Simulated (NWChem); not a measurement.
System meant: C2H4FNOSi; SMILES C#C[Si@](N)(O)F

NWChem input:

```
start job
memory heap 200 mb stack 900 mb global 1100 mb
geometry units angstroms noautoz
  C      0.142714     2.725180    -0.034534
  C      0.043942     1.513572     0.006120
  Si    -0.041649    -0.309088     0.031633
  N      0.950785    -1.135863    -1.085357
  O     -1.626731    -0.682005    -0.187150
  F      0.492350    -0.792963     1.481788
  H      0.224052     3.797557    -0.064639
  H      1.916239    -1.326583    -0.841191
  H      0.847504    -0.978373    -2.081232
  H     -1.812831    -1.618854    -0.307139
end
basis spherical
  * library def2-svp
end
dft
  xc b3lyp
  iterations 4
  mulliken
end
task dft energy
```

End of the output:

```
    Atom       Charge   Shell Charges
 -----------   ------   -------------------------------------------------------
    1 C    6     6.00   1.97  0.64  0.36  1.78  1.21  0.05
    2 C    6     6.22   1.97  0.68  0.37  1.87  1.29  0.05
    3 Si  14    13.44   2.00  1.92  0.55  0.24  5.81  1.20  0.83  0.88
    4 N    7     7.22   1.97  0.71  0.44  2.28  1.81  0.02
    5 O    8     8.19   1.97  0.87  0.59  2.73  2.01  0.01
    6 F    9     9.20   1.98  1.01  0.76  3.22  2.22  0.01
    7 H    1     0.96   0.60  0.28  0.08
    8 H    1     0.92   0.59  0.21  0.13
    9 H    1     0.93   0.59  0.21  0.13
   10 H    1     0.91   0.55  0.17  0.18

 center of mass
 --------------
 x =   0.01399906 y =  -0.01225963 z =   0.08621025

 moments of inertia (a.u.)
 ------------------
         856.095394356336           0.000000000000           0.000000000000
           0.000000000000         468.367230407566           0.000000000000
           0.000000000000           0.000000000000         874.104356024689

     Multipole analysis of the density
     ---------------------------------

     L   x y z        total         alpha         beta         nuclear
     -   - - -        -----         -----         ----         -------
     0   0 0 0     -0.000000    -27.000000    -27.000000     54.000000

     1   1 0 0      0.115611      0.057805      0.057805     -0.000000
     1   0 1 0     -0.083654     -0.041827     -0.041827     -0.000000
     1   0 0 1     -0.992974     -0.496487     -0.496487      0.000000

     2   2 0 0    -30.237967    -80.400420    -80.400420    130.562873
     2   1 1 0      2.116031     -0.740069     -0.740069      3.596170
     2   1 0 1     -1.473476      2.969414      2.969414     -7.412304
     2   0 2 0    -23.419500   -186.329725   -186.329725    349.239949
     2   0 1 1      0.973448     -3.270145     -3.270145      7.513739
     2   0 0 2    -29.208396    -76.086769    -76.086769    122.965142

 ------------------------------------------------------------------------
 dft energy failed                                                                                  0
 ------------------------------------------------------------------------
 ------------------------------------------------------------------------
  current input line :
    23: task dft energy
 ------------------------------------------------------------------------
 ------------------------------------------------------------------------
 This type of error is most commonly associated with calculations not reaching convergence criteria
 ------------------------------------------------------------------------
 For more information see the NWChem manual at https://nwchemgit.github.io

0:dft energy failed:Received an Error in Communication
```

### Question
What is wrong, and how is it mended?

### Answer
Convergence was not reached. Cause: the SCF was allowed too few iterations. This input runs:
```
start job
memory heap 200 mb stack 900 mb global 1100 mb
geometry units angstroms noautoz
  C      0.142714     2.725180    -0.034534
  C      0.043942     1.513572     0.006120
  Si    -0.041649    -0.309088     0.031633
  N      0.950785    -1.135863    -1.085357
  O     -1.626731    -0.682005    -0.187150
  F      0.492350    -0.792963     1.481788
  H      0.224052     3.797557    -0.064639
  H      1.916239    -1.326583    -0.841191
  H      0.847504    -0.978373    -2.081232
  H     -1.812831    -1.618854    -0.307139
end
basis spherical
  C library def2-svp
  Si library def2-svp
  N library def2-svp
  O library def2-svp
  F library def2-svp
  H library def2-svp
end
dft
  xc b3lyp
  iterations 150
  mulliken
end
task dft energy
```
It converges to -597.70566 Ha (B3LYP/def2-SVP).
